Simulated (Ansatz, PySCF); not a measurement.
Gas-phase reaction (SMILES): CO[Si](C)(C)C [methoxy(trimethyl)silane] + N (NH3) -> C[Si](C)(C)N + CO (CH4O) [methanol]; ammonia cleaves one Si-O bond, a model of a ligand-exchange step.

Geometries: B3LYP-D3(BJ)/def2-TZVP minima from Ansatz (an electronic-structure program), one conformer each, not searched for the lowest. Valence correlation only, unless marked. Spin-orbit coupling is left out. No relativistic terms. CBS(X,Y): correlation extrapolated as X^-3; Hartree-Fock from the larger set. [CCSD(T)-MP2]/basis is that difference in the basis named. Thermal terms are rigid-rotor harmonic-oscillator values from B3LYP-D3(BJ) frequencies (Ansatz or PySCF) at 298.15 K and 1 atm. 1 Eh = 627.5095 kcal/mol.

```json
[
 {"species": "CO[Si](C)(C)C", "E, RI-MP2/CBS(cc-pV(T+d)Z,cc-pV(Q+d)Z)+[CCSD(T)-MP2]/cc-pV(D+d)Z (Ansatz) (Eh)": "-523.75841", "E, wB97X-V/def2-TZVPD (Ansatz) (Eh)": "-524.42801", "H - E (Eh)": "0.16410", "G - E (Eh)": "0.11749"},
 {"species": "N (NH3)", "E, RI-MP2/CBS(cc-pV(T+d)Z,cc-pV(Q+d)Z)+[CCSD(T)-MP2]/cc-pV(D+d)Z (Ansatz) (Eh)": "-56.50651", "E, wB97X-V/def2-TZVPD (Ansatz) (Eh)": "-56.56167", "H - E (Eh)": "0.03799", "G - E (Eh)": "0.01614"},
 {"species": "C[Si](C)(C)N", "E, RI-MP2/CBS(cc-pV(T+d)Z,cc-pV(Q+d)Z)+[CCSD(T)-MP2]/cc-pV(D+d)Z (Ansatz) (Eh)": "-464.63176", "E, wB97X-V/def2-TZVPD (Ansatz) (Eh)": "-465.23765", "H - E (Eh)": "0.14628", "G - E (Eh)": "0.10364"},
 {"species": "CO (CH4O)", "E, RI-MP2/CBS(cc-pV(T+d)Z,cc-pV(Q+d)Z)+[CCSD(T)-MP2]/cc-pV(D+d)Z (Ansatz) (Eh)": "-115.61353", "E, wB97X-V/def2-TZVPD (Ansatz) (Eh)": "-115.73216", "H - E (Eh)": "0.05533", "G - E (Eh)": "0.02827"}
]
```

Task: Work out ΔE and ΔH, ΔG, ΔS and the equilibrium constant at 298.15 K at the first level, then ΔH at the second.

Result: 
1. ΔE = [(-464.63176) + (-115.61353)] - [(-523.75841) + (-56.50651)] = 0.01963 Eh = 12.3 kcal/mol at RI-MP2/CBS(cc-pV(T+d)Z,cc-pV(Q+d)Z)+[CCSD(T)-MP2]/cc-pV(D+d)Z.
2. The terms H - E add up to -0.00048 Eh, so ΔH = (0.01963 + (-0.00048))×627.5095 = 12.0 kcal/mol.
3. The terms G - E add up to -0.00172 Eh, so ΔG = 11.2 kcal/mol, and ΔS = (-0.00048 - (-0.00172))×627509.5/298.15 = 2.6 cal/(mol K).
4. log10 K = -ΔG/(RT ln 10) = -8.2, with RT ln 10 = 1.3642 kcal/mol.
5. At wB97X-V/def2-TZVPD the same steps give ΔE = 12.5 and ΔH = 12.2 kcal/mol, a shift of +0.2 from the first level.
6. These values are not checked against measurement here, since the tables used lack a sound gas-phase enthalpy of formation for at least one species.
